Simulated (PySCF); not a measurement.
Si(H)(Cl)(OH)(NH2) (ClH₄NOSi), SMILES N[SiH](O)Cl.

Geometry: PBE0-D3(BJ)/def2-SVP. One conformer was computed; it need not be the lowest.

All values below come from PBE0-D3(BJ)/def2-SVP (PySCF).

Frequencies are harmonic and unscaled.

```
mode  ν (cm⁻¹)  IR (km/mol)  Raman (Å⁴/amu)  depolarisation    moving atoms (share of kinetic energy)
----  --------  -----------  --------------  --------------  ----------------------------------------
1          188          8.5             1.8            0.71                    H 58 %, O 19 %, N 13 %
2          204         29.2             3.4            0.74  H 33 %, Cl 20 %, O 18 %, N 16 %, Si 14 %
3          250         69.1             1.2            0.68                                    H 78 %
4          312         60.6             1.8            0.69          O 30 %, H 30 %, Si 22 %, Cl 15 %
5          340         82.1             1.4            0.50                    H 60 %, N 22 %, Si 9 %
6          376        100.4             2.8            0.25                            H 60 %, N 24 %
7          521        127.9             5.3            0.21                          Si 46 %, Cl 40 %
8          735         42.8             3.9            0.75                            H 82 %, N 11 %
9          795         49.1             4.8            0.75                            H 82 %, O 15 %
10         852         69.6             7.9            0.48                    H 63 %, O 16 %, N 15 %
11         882        322.0            10.3            0.20                   H 49 %, O 27 %, Si 22 %
12         902         62.8             6.7            0.55                   H 57 %, N 30 %, Si 13 %
13         989        191.8             1.1            0.52           Si 44 %, H 27 %, O 16 %, N 13 %
14        1531         69.3             4.8            0.75                            H 88 %, N 12 %
15        2291        125.9           122.8            0.19                                    H 97 %
16        3626         50.7           111.4            0.12                                    H 96 %
17        3732         53.9            65.0            0.75                             H 91 %, N 9 %
18        3933        111.2            67.8            0.27                                    H 94 %
```
